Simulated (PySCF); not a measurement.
Geometry:
| atom | x (Å) | y (Å) | z (Å) |
| --- | --- | --- | --- |
| F1 | 0.864 | -0.986 | 1.991 |
| C2 | 0.991 | -1.047 | 0.605 |
| C3 | -0.399 | -1.180 | -0.001 |
| C4 | -1.276 | 0.039 | 0.317 |
| Si5 | -0.349 | 1.632 | -0.180 |
| Si6 | 1.760 | 0.630 | 0.028 |
| H7 | 1.610 | -1.927 | 0.361 |
| H8 | -0.284 | -1.303 | -1.093 |
| H9 | -0.870 | -2.107 | 0.369 |
| H10 | -1.453 | 0.079 | 1.404 |
| H11 | -2.262 | -0.036 | -0.168 |
| H12 | -0.659 | 2.034 | -1.587 |
| H13 | -0.635 | 2.785 | 0.725 |
| H14 | 2.708 | 1.164 | 1.048 |
| H15 | 2.473 | 0.451 | -1.277 |

Geometry: PBE0-D3(BJ)/def2-SVP; GIAO absolute shieldings from PySCF 2.14, gas phase, non-relativistic, averaged over equivalent atoms.

At B3LYP/pcSseg-1 (161 basis functions, 15 s wall time on 1 thread of an Arm Neoverse V2, shared host):
| atoms | σ (ppm) |
| --- | --- |
| F1 | 408.4 |
| C2 | 88.0 |
| C3 | 143.2 |
| C4 | 171.7 |
| Si6 | 399.4 |
| Si5 | 405.8 |
| H7 | 26.17 |
| H14 | 27.50 |
| H13 | 27.53 |
| H15 | 27.67 |
| H12 | 27.76 |
| H9 | 28.76 |
| H11 | 30.16 |
| H10 | 30.25 |
| H8 | 30.48 |

**Question.** What do these become at LDA/pcSseg-1?

**Answer.** 
```csv
atoms,σ at LDA/pcSseg-1,change
F1,393.4,-15.0
C2,82.8,-5.2
C3,142.7,-0.5
C4,172.8,+1.1
Si6,386.5,-12.9
Si5,394.6,-11.2
H7,25.14,-1.03
H14,26.59,-0.91
H13,26.59,-0.94
H15,26.70,-0.97
H12,26.86,-0.90
H9,28.09,-0.67
H11,29.41,-0.75
H10,29.52,-0.73
H8,29.80,-0.68
```

The largest change is at F1 (fluorine on an sp3 carbon). Cost: 161 basis functions, 21 s wall time on 1 thread of an Arm Neoverse V1, shared host. The order of the carbon signals is the same at both levels.
